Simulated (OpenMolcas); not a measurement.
Rh4+ among 6 point charges of -0.65 e arranged as an octahedron (Oh), 2.14 Å from the ion.
```
   2.1400    0.0000    0.0000  -0.65
   0.0000    2.1400    0.0000  -0.65
  -2.1400    0.0000    0.0000  -0.65
   0.0000   -2.1400    0.0000  -0.65
   0.0000    0.0000    2.1400  -0.65
   0.0000    0.0000   -2.1400  -0.65
```

* Program: OpenMolcas 26.06
* Method: CASSCF
* Basis: ANO-RCC-VDZP [6s5p3d1f]
* Scalar Hamiltonian: DKH2, point nucleus
* Active space: 5 electrons in 5 orbitals (4d)
* State averaging: 2S+1 = 6 even, 1 root; 2S+1 = 4 even, 24 roots; 2S+1 = 2 even, 75 roots
* Spin-orbit coupling: RASSI with atomic mean-field integrals over the reference wave functions

Task: What is the spin-free ground state (labels of O, the rotations of Oh)?

Result: 6A1, 1-fold in its orbital part, 100 % from free-ion S terms; it has the highest spin that d5 allows.

Task: What are the lowest two levels with spin-orbit coupling?

Result: A 2-fold level Γ7 with g = 3.33, 3.33, 3.33, then a 4-fold level Γ8 0.1 cm-1 above it. Their leading multiplicities are 6 (99 %) and 6 (99 %).

Task: What is χT at 300 K, and how does it compare with the textbook value?

Result: The lowest level has 2S+1 = 6, for which the spin-only value is χT = S(S+1) / 2 = 4.375 cm3 K/mol (g = 2). The computed 4.368 at 300 K differs by -0.007, through a little spin-orbit mixing out of the ground term, against the free-electron g of 2.0023, which raises it.

Task: Which ligand-field parameters describe the states?

Result: A least-squares ligand-field fit to the states below 45000 cm-1, each weighted by its degeneracy and with a free common offset, gives 10Dq = 1648 cm-1, B = 1002 cm-1 and C = 4060 cm-1 (C/B = 4.05), with an rms deviation of 27 cm-1. 

Without dynamic correlation the repulsion within the d shell is too large (B by tens of per cent), so at a given field states of lower spin stand too high. Point charges give a weaker field than real ligands, and real ions of this kind are as a rule low spin; the high spin found here belongs to the model. This field is weak: 10Dq is about 1648 cm-1, while octahedral complexes of 4d ions of charge 3 and more, computed by the same method with explicit ligands, had a median near 25000 cm-1. Ground spin and moment need not be those of a real site. This is an electrostatic model: the charges have no orbitals. No measured value stands beside these numbers.
